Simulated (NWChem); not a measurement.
# silylphosphine (SiPH5); SMILES [SiH3]P

```xyz
7

Si    -0.0001     1.0857    -0.0221
P      0.0001    -1.1921    -0.0910
H     -1.2109     1.5693    -0.7367
H      1.2065     1.5696    -0.7438
H      0.0039     1.6565     1.3525
H     -1.0367    -1.3499     0.8747
H      1.0428    -1.3496     0.8684
```
Atoms are numbered in this order, from 1.

Results from NWChem. Geometry optimised at B3LYP/6-31G*; all other runs use it. Pople sets run with spherical d functions.

| quantity | level | value |
|---|---|---|
| vertical, lowest state with f > 0.02, singlet (eV) | B3LYP/def2-SVPD, TDA | 6.36 |
| isotropic polarisability (bohr³), static | B3LYP/def2-SVPD | [?] |
| cavity-dispersion-structure term (kcal/mol) in n-hexane | B3LYP/6-31G*, SMD | 0.2 |
| vertical ionisation energy, ΔSCF (eV) | PBE/def2-SVP | [?] |
| dipole (D) | B3LYP/6-31G* | 0.92 |
| highest harmonic frequency (cm⁻¹) | B3LYP/6-31G* | [?] |

**Question.** Some entries are withheld; supply them.

**Answer.** 
- isotropic polarisability (bohr³), static, value: 59.2
- vertical ionisation energy, ΔSCF (eV), value: 9.69
- highest harmonic frequency (cm⁻¹), value: 2405
